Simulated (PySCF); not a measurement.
Structure with atom numbers: `[CH2:1]=[C:2]([CH3:3])[SiH3:4]`. Each H is labelled by its parent atom. Ha(C1) is cis to C3; Hb(C1) is trans to C3.

GIAO PBE0/pcSseg-1 shifts (PySCF 2.14.0 with density-fitted response routines, gas phase, non-relativistic, equivalent atoms averaged), each against references optimised in the same way as the molecule (TMS).

On the GFN2-xTB geometry: C2 148.6, C1 136.6, C3 28.3, Si4 -69.1, Ha(C1) 6.07, Hb(C1) 5.77, H(Si4) 4.13, H(C3) 2.07 ppm.

Question: What changes on the PBE0-D3(BJ)/def2-SVP geometry?

Answer: 
```json
{"atoms": "C2", "δ (ppm)": "148.0", "change": "-0.6"}
{"atoms": "C1", "δ (ppm)": "139.5", "change": "+2.9"}
{"atoms": "C3", "δ (ppm)": "26.5", "change": "-1.8"}
{"atoms": "Si4", "δ (ppm)": "-61.7", "change": "+7.4"}
{"atoms": "Ha(C1)", "δ (ppm)": "5.97", "change": "-0.10"}
{"atoms": "Hb(C1)", "δ (ppm)": "5.88", "change": "+0.11"}
{"atoms": "H(Si4)", "δ (ppm)": "4.15", "change": "+0.02"}
{"atoms": "H(C3)", "δ (ppm)": "1.99", "change": "-0.08"}
```

Bonds between heavy atoms that differ most (equivalent bonds averaged): C1–C2 1.326 → 1.341 Å, C2–Si4 1.889 → 1.880 Å, C2–C3 1.499 → 1.502 Å. Mean change of bonds to hydrogen: C–H +0.015 Å, Si–H +0.031 Å.
